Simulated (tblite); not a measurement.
C4H4F3NO.
Numbering: `[CH3:1][O:2][C@@H:3]([C:4]#[N:5])[C:6]([F:7])([F:8])[F:9]` (hydrogens: H10, H11, H12 on C1; H13 on C3)

Computed with GFN2-xTB (tblite), gas phase: Langevin dynamics at 300 K from the optimised GFN2-xTB geometry, time step 0.5 fs, friction 0.01 fs⁻¹, 2000 steps. Over the second half of the run the saved frames average 292 K.

The optimised geometry, where the run starts:
```
atom  x, y, z in Å
C1     -1.909    0.501   -0.026
O2     -0.691    0.254    0.648
C3      0.317   -0.269   -0.172
C4      0.807    0.688   -1.162
N5      1.151    1.457   -1.931
C6      1.478   -0.679    0.752
F7      1.087   -1.598    1.636
F8      2.481   -1.221    0.047
F9      1.980    0.346    1.432
H10    -2.584    0.890    0.731
H11    -2.320   -0.424   -0.446
H12    -1.783    1.238   -0.824
H13    -0.017   -1.181   -0.703
```

t = 75 fs, T = 196 K, E(pot) 0.415 eV above the start
```
atom  x, y, z in Å  |  force x, y, z in eV/Å
C1     -2.011    0.510    0.254   -0.105  -1.232   1.438
O2     -0.659    0.223    0.659   -1.621   0.519  -0.058
C3      0.228   -0.313   -0.270    0.311   1.384   0.556
C4      0.659    0.729   -1.261   -0.050  -1.225   1.719
N5      0.987    1.640   -1.853    0.126   0.545  -0.689
C6      1.380   -0.723    0.745   -0.297   0.855  -0.936
F7      0.935   -1.450    1.775    0.255   0.094  -0.767
F8      2.246   -1.404    0.003    0.736  -0.479   0.539
F9      2.014    0.350    1.289   -0.484  -0.848  -0.614
H10    -2.551    0.745    1.200    0.494  -0.080  -0.600
H11    -2.518   -0.352   -0.200    0.312  -0.206   0.119
H12    -2.113    1.306   -0.423    0.262   1.261  -0.817
H13    -0.183   -1.142   -0.842    0.061  -0.587   0.110
```

t = 100 fs, T = 302 K, E(pot) 0.367 eV above the start
```
atom  x, y, z in Å  |  force x, y, z in eV/Å
C1     -2.053    0.474    0.322   -0.514   0.655   0.192
O2     -0.711    0.301    0.730   -0.673   0.730   0.672
C3      0.167   -0.259   -0.167    0.483  -0.288  -1.389
C4      0.662    0.718   -1.118   -0.646  -0.471   0.443
N5      0.924    1.583   -1.795    0.551   1.154  -1.070
C6      1.414   -0.700    0.628   -0.270   0.234  -0.261
F7      0.993   -1.400    1.637   -0.217  -1.283   1.363
F8      2.331   -1.411   -0.029   -0.248  -0.340  -0.511
F9      2.085    0.319    1.129    0.186   0.864   0.182
H10    -2.628    0.804    1.178    0.323   0.289   0.577
H11    -2.506   -0.450    0.079   -0.286  -1.417  -0.625
H12    -2.323    1.189   -0.473    0.956  -0.069  -0.013
H13    -0.300   -1.082   -0.763    0.354  -0.060   0.440
```

t = 425 fs, T = 316 K, E(pot) 0.768 eV above the start
```
atom  x, y, z in Å  |  force x, y, z in eV/Å
C1     -1.805    0.896    1.374    1.126   0.246   1.358
O2     -0.542    0.226    1.343    0.631   1.482   2.699
C3     -0.159   -0.408    0.213   -1.766  -1.718  -1.136
C4     -0.116    0.483   -0.880    1.127   2.028  -2.648
N5     -0.123    1.266   -1.731   -0.092  -1.088   1.165
C6      0.970   -1.384    0.599   -0.603  -0.571   0.710
F7      0.301   -2.157    1.505    0.876  -0.113   0.083
F8      1.366   -2.282   -0.351    0.029   1.423   0.730
F9      1.996   -0.798    1.240   -0.505  -0.726  -0.903
H10    -1.905    1.497    2.340    0.448  -0.865  -1.353
H11    -2.506    0.128    1.335   -1.771  -1.277   0.246
H12    -1.938    1.484    0.511   -0.037   1.204  -0.927
H13    -1.020   -1.109   -0.090    0.539  -0.025  -0.023
```

t = 475 fs, T = 392 K, E(pot) 0.420 eV above the start
```
atom  x, y, z in Å  |  force x, y, z in eV/Å
C1     -1.713    0.883    1.622    0.373  -1.292  -1.553
O2     -0.400    0.334    1.378   -0.297   0.420   0.329
C3     -0.207   -0.519    0.270   -0.756   0.370   0.323
C4      0.045    0.320   -0.901   -0.242   0.172  -0.432
N5      0.037    1.103   -1.740    0.236  -0.601   0.546
C6      0.866   -1.515    0.769   -1.065   0.742   1.015
F7      0.203   -2.253    1.693    0.056  -0.769  -0.442
F8      1.314   -2.272   -0.209    0.499  -0.314   0.189
F9      1.824   -0.970    1.519    0.445   0.063  -0.983
H10    -1.594    1.346    2.568   -0.045   0.688   0.597
H11    -2.410    0.012    1.738    0.152   0.815  -0.328
H12    -1.989    1.585    0.782    0.028  -0.688   0.960
H13    -1.134   -1.149    0.112    0.616   0.394  -0.221
```

t = 675 fs, T = 219 K, E(pot) 0.503 eV above the start
```
atom  x, y, z in Å  |  force x, y, z in eV/Å
C1     -1.623    1.024    1.926   -0.989   1.042   0.412
O2     -0.498    0.488    1.363    1.588  -1.820  -0.912
C3     -0.585   -0.468    0.250   -1.073   1.790   1.169
C4     -0.061    0.151   -0.944    1.040   1.966  -2.681
N5      0.351    0.729   -1.869   -1.063  -1.572   2.402
C6      0.278   -1.672    0.591   -0.359   0.219   0.984
F7     -0.457   -2.570    1.248   -0.225  -0.609   0.080
F8      0.702   -2.238   -0.527    0.653  -0.364   0.118
F9      1.261   -1.355    1.453    0.066  -0.234  -0.936
H10    -1.380    1.347    2.982   -0.244  -0.580  -1.125
H11    -2.528    0.420    1.862    0.129  -0.605   0.472
H12    -1.885    1.894    1.335   -0.192   0.899   0.004
H13    -1.661   -0.743    0.100    0.669  -0.133   0.014
```

t = 700 fs, T = 267 K, E(pot) 0.359 eV above the start
```
atom  x, y, z in Å  |  force x, y, z in eV/Å
C1     -1.568    1.077    1.969   -0.446   0.028  -0.446
O2     -0.511    0.469    1.329    1.815  -0.777  -0.565
C3     -0.655   -0.409    0.195    0.268   1.583   1.086
C4     -0.147    0.277   -0.986    1.003   0.224  -1.242
N5      0.403    0.751   -1.882   -0.948  -0.460   1.190
C6      0.243   -1.603    0.549   -0.013  -0.469   0.277
F7     -0.511   -2.514    1.177   -0.126  -0.212   0.430
F8      0.720   -2.222   -0.510    0.282  -0.308  -0.911
F9      1.297   -1.357    1.330   -0.446   0.348  -0.098
H10    -1.150    1.506    2.865    0.020  -0.190   0.447
H11    -2.354    0.359    2.133   -0.557  -0.218   0.512
H12    -1.935    1.889    1.375   -0.564   0.706  -0.504
H13    -1.685   -0.732    0.081   -0.288  -0.253  -0.177
```

t = 925 fs, T = 373 K, E(pot) 0.426 eV above the start
```
atom  x, y, z in Å  |  force x, y, z in eV/Å
C1     -1.774    1.157    1.920   -0.347   0.263  -1.060
O2     -0.664    0.613    1.235    0.735  -0.807  -0.274
C3     -0.757   -0.451    0.294   -1.530  -0.795   1.279
C4     -0.307   -0.011   -0.980    0.619   2.046  -2.105
N5      0.017    0.620   -1.893   -0.403  -1.282   1.153
C6      0.070   -1.674    0.769    1.660  -0.270   0.229
F7     -0.479   -2.196    1.871    0.208  -0.019  -0.341
F8      0.238   -2.692   -0.140   -0.685   1.076   0.705
F9      1.359   -1.317    1.079   -1.166  -0.199  -0.093
H10    -1.371    1.483    2.846    0.238  -0.008   1.023
H11    -2.648    0.516    2.050    0.290  -0.278  -0.026
H12    -2.092    2.072    1.407   -0.188  -0.038  -0.258
H13    -1.816   -0.847    0.259    0.569   0.311  -0.230
```

t = 950 fs, T = 278 K, E(pot) 0.469 eV above the start
```
atom  x, y, z in Å  |  force x, y, z in eV/Å
C1     -1.787    1.092    1.724   -1.683   0.520   0.071
O2     -0.606    0.508    1.256   -0.894  -1.218  -0.603
C3     -0.806   -0.547    0.264    0.379   0.787   1.053
C4     -0.323    0.060   -0.969   -0.898  -1.772   1.335
N5      0.005    0.488   -1.958    0.643   0.961  -1.562
C6      0.078   -1.735    0.807    0.238   1.058  -1.192
F7     -0.439   -2.211    1.915    0.048   0.049   0.744
F8      0.181   -2.794   -0.013    0.056   0.407  -0.133
F9      1.315   -1.231    1.002   -0.461  -0.730   0.234
H10    -1.589    1.359    2.768   -0.214  -0.220  -0.103
H11    -2.748    0.430    1.642    1.722   0.774   0.294
H12    -2.059    2.055    1.204    0.436  -0.797   0.083
H13    -1.874   -0.872    0.237    0.627   0.181  -0.222
```

t = 975 fs
```
atom  x, y, z in Å
C1     -1.781    1.124    1.666
O2     -0.634    0.336    1.386
C3     -0.835   -0.552    0.230
C4     -0.359   -0.088   -1.109
N5      0.042    0.423   -2.017
C6      0.096   -1.735    0.762
F7     -0.346   -2.109    1.954
F8      0.098   -2.784   -0.029
F9      1.266   -1.216    0.950
H10    -1.555    1.559    2.649
H11    -2.716    0.452    1.683
H12    -2.071    1.957    0.988
H13    -1.868   -0.825    0.217
```

Task: Estimate the potential energy and the forces of this last frame.

Result: 0.621 eV above the start.

| atom | Fx (eV/Å) | Fy (eV/Å) | Fz (eV/Å) |
| --- | --- | --- | --- |
| C1 | -1.010 | -0.461 | 0.323 |
| O2 | -1.121 | 0.349 | -2.151 |
| C3 | 1.866 | 0.159 | 1.041 |
| C4 | -1.521 | -1.212 | 4.567 |
| N5 | 1.184 | 1.323 | -3.051 |
| C6 | -2.086 | 1.562 | -0.423 |
| F7 | -0.316 | -0.543 | 0.385 |
| F8 | 0.413 | -0.564 | -0.352 |
| F9 | 1.736 | -0.122 | -0.178 |
| H10 | -0.320 | -0.256 | -0.230 |
| H11 | 1.125 | 0.753 | 0.404 |
| H12 | 0.828 | -0.516 | -0.058 |
| H13 | -0.780 | -0.471 | -0.277 |

The bond farthest from its length at the start is O2–C3 (1.472 against 1.401 Å), and half the difference of its two atoms' forces along it is -1.40 eV/Å (positive lengthens). The largest atomic force is 4.96 eV/Å.

The cost below is that of the whole dynamics run. Cost: about 30 s of CPU time on one thread; the machine was shared, so the figure is rough.
